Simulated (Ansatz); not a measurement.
**Ligand exchange: Nb(CH3)(OH)2O + HOI → Nb(OH)3O + CH3I**

Species: Nb(CH3)(OH)2O, singlet; HOI (hypoiodous acid) `OI`, singlet; Nb(OH)3O, singlet; CH3I (methyl iodide) `CI`, singlet. The partners trade CH3 for OH: Nb–CH3 and I–OH bonds give way to Nb–OH and I–CH3.

Shapes, held fixed at every level: PBE0-D4/def2-TZVP. Flexible molecules stand in one conformer, not always the lowest. Programs: Ansatz 0.2.0. The zero-point and thermal change to 298 K, harmonic and unscaled (PBE0-D4/def2-TZVP), is +4.1 kJ/mol.

| level | kind | ΔH(298 K) (kJ/mol) | less CCSD(T)/def2-TZVPP | CPU time (sum over the molecules) |
| --- | --- | --- | --- | --- |
| SPW92/def2-TZVPP | LDA | -235.1 | +5.3 | 16 s |
| PBE-D4/def2-TZVPP | GGA | -227.3 | +13.1 | 24 s |
| PBE0-D4/def2-TZVPP | global hybrid | -238.1 | +2.3 | 25 s |
| wB97X-V/def2-TZVPP | range-separated hybrid | -239.9 | +0.5 | 78 s |
| B2PLYP/def2-TZVPP | double hybrid | -241.1 | -0.7 | 57 s |
| MP2/def2-TZVPP | perturbation theory | -251.6 | -11.2 | – |
| CCSD(T)/def2-TZVPP | coupled cluster or CI | -240.4 | 0.0 | 26 min |

The highest level, CCSD(T)/def2-TZVPP, gives ΔH(298 K) = -240.4 kJ/mol; the levels span -251.6 to -227.3. The column of differences is taken from that level and isn't an error. No measured value is set beside it here. T1 is large for Nb(CH3)(OH)2O (0.022), Nb(OH)3O (0.022), so single-reference values are less sure there. For atoms past krypton def2 sets carry core potentials with scalar relativity. Outer-core shells of I, Nb are correlated in most correlated rows, in sets that cover them unevenly. Times are processor times on shared x86 and Arm servers, and rough.
